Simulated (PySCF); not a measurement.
Harmonic spectrum computed at PBE0 in the def2-TZVP basis family (core potentials from Rb on, PySCF, no spin–orbit coupling):

```tsv
ω (cm⁻¹)	IR (km/mol)
607	143
1627	120
1689	472
```

Q: Which molecule gave it? In each, all ligands are bound to the one heavy central atom.
A. InH₂ (doublet)
B. CdH₂ (singlet)
C. SbH₂ (doublet)
D. SnH₂ (singlet)
E. HgH₂ (singlet)

A: A. It has C2v symmetry with In–H 1.758 Å (×2).
